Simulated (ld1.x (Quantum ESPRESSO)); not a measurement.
# tin, PAW: configuration errors across variants

Sn (Z = 50), PAW, made with ld1.x (Quantum ESPRESSO) 7.5 (PBE, scalar-relativistic). Core [Kr], reference 4d10 5s2 5p0 (charge +2). Waves: 5s (bound): rcut 1.65, rcutus 2.00 bohr; 5s channel at -0.65 Ry: rcut 1.65, rcutus 2.00 bohr; 5p (bound, empty): rcut 1.70, rcutus 2.35 bohr; 5p channel at -1 Ry: rcut 1.70, rcutus 2.35 bohr; 4d (bound): rcut 1.15, rcutus 1.35 bohr; 4d channel at -2 Ry: rcut 1.15, rcutus 1.35 bohr. Local part: all-electron potential smoothed inside 1.80 bohr (lloc = -1). Core correction: Bessel-smoothed model core inside 0.80 bohr. Augmentation charge: BESSEL, radius 0.85 bohr.

All-electron excitation energies from the reference (eV): (1) 4d10 5s2 5p2 -20.827; (2) 4d10 5s2 5p1 -13.952; (3) 4d10 5s1 5p0 30.971; (4) 4d10 5s2 5p2.3 -21.676; (5) 4d10 5s0 5p0 72.097; (6) 4d10 5s0 5p4 -6.641; (7) 4d10 5s1 5p2 -6.303.

3 further variants failed, have other tests or too few solved ones, and are left out.

A true bound ghost makes a file unfit for plane-wave use even where its test errors are small: the radial tests pick states by their node count and pass the ghost by.

Errors AE − PS in meV (a dash: test not solved or not reliable):

| change | (1) | (2) | (3) | (4) | (5) | (6) | (7) | bound ghosts |
| --- | --- | --- | --- | --- | --- | --- | --- | --- |
| base | +9.1 | +5.1 | -6.8 | +9.8 | -26 | +14 | +6.2 | none |
| waves 5s (bound): rcut 1.65, rcutus 2.38 bohr; 5s channel at -0.65 Ry: rcut 1.65, rcutus 2.38 bohr | +5.8 | +4.6 | +71 | +5.8 | +49 | +16 | +30 | none |
| waves 5s (bound): rcut 1.65, rcutus 2.54 bohr; 5s channel at -0.65 Ry: rcut 1.65, rcutus 2.54 bohr | +13 | +3.2 | +225 | +15 | +149 | +68 | +118 | s |

Question: Give the same row for: waves 5s (bound): rcut 1.65, rcutus 2.08 bohr; 5s channel at -0.65 Ry: rcut 1.65, rcutus 2.08 bohr.

Answer: +8.3, +4.9, -2.1, +8.9, -17, +6.9, +4.2; bound ghosts: none.
